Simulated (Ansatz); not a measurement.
A series at Ge: from GeH₄, ligands are replaced one by one, each step taking up H–F and setting free H₂; n counts the steps. Ansatz, PBE0-D4/def2-TZVP geometries.

CBS adds triple-zeta CCSD(T) − MP2 to the MP2 limit, frozen cores; atoms without spin–orbit coupling. Outer-core shells of Ge are correlated without core-valence functions. Scalar relativity is left out up to krypton. Spin–orbit coupling is left out.

```json
{"n": "0", "molecule": "GeH₄", "atomization energy, CCSD(T)/CBS (kJ/mol)": "1251.4"}
{"n": "1", "molecule": "`[F][GeH3]`", "atomization energy, CCSD(T)/CBS (kJ/mol)": "?"}
{"n": "2", "molecule": "`[F][GeH2][F]`", "atomization energy, CCSD(T)/CBS (kJ/mol)": "1597.1"}
{"n": "3", "molecule": "`[F][GeH]([F])[F]`", "atomization energy, CCSD(T)/CBS (kJ/mol)": "1778.1"}
{"n": "4", "molecule": "`[F][Ge]([F])([F])[F]`", "atomization energy, CCSD(T)/CBS (kJ/mol)": "1934.2"}
```

Problem. By hand: fit a straight line y = ȳ + b (n − n̄) to the 4 given rows and predict n = 1.

Solution. n̄ = 2.250, ȳ = 1640.20; Σ(n − n̄)(y − ȳ) = 1503.50, Σ(n − n̄)² = 8.750, so b = 171.83 kJ/mol a step. Prediction: 1640.20 + (171.83) × (-1.250) = 1425.4 kJ/mol.

Problem. By hand: compare with the computed value, 1414.8 kJ/mol, and give the steps along the whole series.

Solution. The line misses by -10.6 kJ/mol (computed minus predicted). Steps: 163.4, 182.3, 181.0, 156.1 kJ/mol.

The steps differ by up to 26.2 kJ/mol without a steady trend. The miss is 1.6 % of the series' range. The energies themselves are unsure by some kJ/mol a bond, though much of that is common to the series.
